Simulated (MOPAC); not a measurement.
A run for MOPAC: PM3 on H2 (SMILES [H][H]).

```
PM3 1SCF PRECISE CHARGE=0 THREADS=1
H2

H     -0.00909885 1     0.01021740 1     2.66939591 1
H      0.03620904 1     0.04474657 1     3.41524066 1
```

The log:

```
*******************************************************************************
 **                                                                           **
 **                              MOPAC v23.2.5                                **
 **                                                                           **
 *******************************************************************************
 ** MOPAC's Digital Object Identifier: https://doi.org/10.5281/zenodo.6511958 **
 **                                                                           **
 ** Please cite the open-source release paper for use of this MOPAC version:  **
 ** J. E. Moussa and J. J. P. Stewart (2026)                                  **
 ** MOPAC: An open-source semiempirical molecular orbital program             **
 ** J. Open Source Softw., 11(119), 8025, https://doi.org/10.21105/joss.08025 **
 *******************************************************************************

                              PM3 CALCULATION RESULTS

 *******************************************************************************
 *  PM3        - The PM3 Hamiltonian to be used
 *
 *
 *
 *                 CHARGE ON SYSTEM = 0
 *
 *
 *
 *  PRECISE    - TIGHTER CRITERIA TO BE USED
 *  1SCF       - DO 1 SCF AND THEN STOP
 *  THREADS=1  - MULTI-THREADING NOT USED
 *  T=         - A TIME OF 172800.0 SECONDS REQUESTED
 *  DUMP=N     - RESTART FILE WRITTEN EVERY 7200.0 SECONDS REQUESTED
 *******************************************************************************
PM3 1SCF PRECISE CHARGE=0 THREADS=1
 H2

   ATOM   CHEMICAL          X               Y               Z
  NUMBER   SYMBOL      (ANGSTROMS)     (ANGSTROMS)     (ANGSTROMS)

     1       H         -0.00909885  *   0.01021740  *   2.66939591  *
     2       H          0.03620904  *   0.04474657  *   3.41524066  *



          CARTESIAN COORDINATES

    NO.       ATOM           X           Y           Z

     1         H         -0.0091      0.0102      2.6694
     2         H          0.0362      0.0447      3.4152

  H: (PM3): J. J. P. STEWART, J. COMP. CHEM. 10, 209 (1989).

           Empirical Formula: H2  =     2 atoms



      MOLECULAR POINT GROUP   :   D*h


      RHF CALCULATION, NO. OF DOUBLY OCCUPIED LEVELS = 1


 -------------------------------------------------------------------------------
 PM3 1SCF PRECISE CHARGE=0 THREADS=1
 H2



     1SCF WAS SPECIFIED, SO BFGS WAS NOT USED
     SCF FIELD WAS ACHIEVED


                              PM3 CALCULATION
                                                       MOPAC v23.2.5 Linux




          FINAL HEAT OF FORMATION =        -12.42793 KCAL/MOL =     -51.99846 KJ/MOL


          COSMO AREA              =         27.25 SQUARE ANGSTROMS
          COSMO VOLUME            =         13.02 CUBIC ANGSTROMS

          IONIZATION POTENTIAL    =         15.827367 EV
          HOMO LUMO ENERGIES (EV) =        -15.827  4.475
          NO. OF FILLED LEVELS    =          1
          MOLECULAR WEIGHT        =          2.0158         POINT GROUP:  D*h

          MOLECULAR DIMENSIONS (Angstroms)

            Atom       Atom       Distance
            H     2    H     1     0.74802
            H     2    H     1     0.00000
            H     1    H     2     0.00000


          SCF CALCULATIONS        =          1





   ATOM   CHEMICAL          X               Y               Z
  NUMBER   SYMBOL      (ANGSTROMS)     (ANGSTROMS)     (ANGSTROMS)

     1       H         -0.00909885  *   0.01021740  *   2.66939591  *
     2       H          0.03620904  *   0.04474657  *   3.41524066  *

                             CARTESIAN COORDINATES

   1    H       -0.009098850     0.010217400     2.669395910
   2    H        0.036209040     0.044746570     3.415240660


           Empirical Formula: H2  =     2 atoms



      MOLECULAR POINT GROUP   :   D*h


                  EIGENVALUES
 -15.82737   4.47493


              NET ATOMIC CHARGES AND DIPOLE CONTRIBUTIONS

  ATOM NO.   TYPE          CHARGE      No. of ELECS.   s-Pop
    1          H          -0.000000        1.0000     1.00000
    2          H           0.000000        1.0000     1.00000
 DIPOLE           X         Y         Z       TOTAL
 POINT-CHG.     0.000     0.000     0.000     0.000
 HYBRID         0.000     0.000     0.000     0.000
 SUM            0.000     0.000     0.000     0.000


          ATOMIC ORBITAL ELECTRON POPULATIONS

     Atom    s
    1  H   1.00000
    2  H   1.00000

 **********************
 *                    *
 * JOB ENDED NORMALLY *
 *                    *
 **********************




 == MOPAC DONE ==
```

The run finished.

Cost: around 0.03 core-seconds (rough).
